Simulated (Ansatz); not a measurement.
Reaction (formal exchange of groups at a C–C bond): `CC(O)(O)O` + `BOC` → `BOCC` + `OC(O)O`

Isolated molecules relaxed with PBE0-D4/def2-TZVP in Ansatz; ΔE leaves out vibrations. CCSD(T)/CBS is the MP2 limit (def2-TZVPP, def2-QZVPP) plus CCSD(T) − MP2 in def2-TZVPP, frozen cores. DFT in def2-TZVPP. One conformer a species, not always the lowest.

```csv
species,PBE0-D4 energy (Eh)
`CC(O)(O)O`,-305.31309
`BOC`,-141.09202
`BOCC`,-180.37822
`OC(O)O`,-266.02654
```

Question: Work out ΔE.

Answer: ΔE = (-180.37822) + (-266.02654) − (-305.31309) − (-141.09202) = 0.00035 Eh = +0.2 kcal/mol. CCSD(T)/CBS gives +1.0 kcal/mol.

Largest T1 diagnostic among the species: 0.014.

In def2-TZVPP, CCSD(T) changes the Hartree–Fock value by +1.1 kcal/mol (the triples alone add +0.2 kcal/mol) and MP2 by +1.1 kcal/mol.
